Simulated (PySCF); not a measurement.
C8H10Si.
Numbering: `[cH:1]1[cH:2][cH:3][c:4]([SiH:5]2[CH2:6][CH2:7]2)[cH:8][cH:9]1` (hydrogens: H10 on C1; H11 on C2; H12 on C3; H13 on Si5; H14, H15 on C6; H16, H17 on C7; H18 on C8; H19 on C9)

Torsions of this conformer, `[cH:1]1[cH:2][cH:3][c:4]([SiH:5]2[CH2:6][CH2:7]2)[cH:8][cH:9]1`: C3–C4–Si5–C6 -158°.

The closed-shell ground state was solved at several levels (PySCF, density fitting, gas phase, non-relativistic). Isolated species at its PBE0-D3(BJ)/def2-SVP geometry (one conformer only).

```
        level  basis functions  total energy (Eh)  HOMO (eV)  LUMO (eV)  gap (eV)  dipole (D)
PBE0/pcSseg-1              210          -599.7816      -6.47      -0.81      5.66        0.79
 PBE/pcSseg-1              210          -599.7233      -5.44      -1.64      3.80        0.65
```

(1) What might B3LYP/def2-SVPD (264 basis functions) give for the same quantities?

(2) Over all these levels, which gives the widest orbital gap and which the narrowest?

(3) How far do the dipole and the HOMO energy spread over the levels?

## Answers

(1) Total energy -600.0530 Eh, HOMO -6.24 eV, LUMO -1.00 eV, gap 5.24 eV, dipole 0.80 D.

(2) PBE0/pcSseg-1 (global hybrid, 25 % exact exchange) has the widest, 5.66 eV, and PBE/pcSseg-1 (GGA) the narrowest, 3.80 eV. The two share the basis. From the narrowest to the widest the HOMO moves by -1.03 eV and the LUMO by +0.83 eV.

(3) The dipole runs from 0.65 to 0.80 D (mean 0.74 D) and the HOMO from -6.47 to -5.44 eV.
